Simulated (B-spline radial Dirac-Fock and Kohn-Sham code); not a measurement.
## Auger parameter of argon: the K level and its strongest K-LL line

Level of theory: Dirac-Fock ΔSCF + Breit + QED; a radial atomic solver. The modified Auger parameter α′ is the binding energy plus the kinetic energy of the Auger electron; it does not depend on the energy zero. For free ions it tends to fall with charge, since less charge screens the final holes.

```
species  configuration  binding 1s (eV)  Auger line  kinetic (eV)  α′ (eV)
     Ar   [Ne] 3s2 3p6           3205.8    L2L3 J=2        2660.7   5866.6
   Ar⁴⁺   [Ne] 3s2 3p2           3283.1    L2L3 J=2        2582.7   5865.8
   Ar⁵⁺   [Ne] 3s2 3p1           3307.7    L2L3 J=2        2559.8   5867.5
   Ar⁶⁺       [Ne] 3s2           3334.3    L2L3 J=2        2535.8   5870.1
```

Values without a named source are computed, but for edge energies of neutral atoms, which are taken from tables.
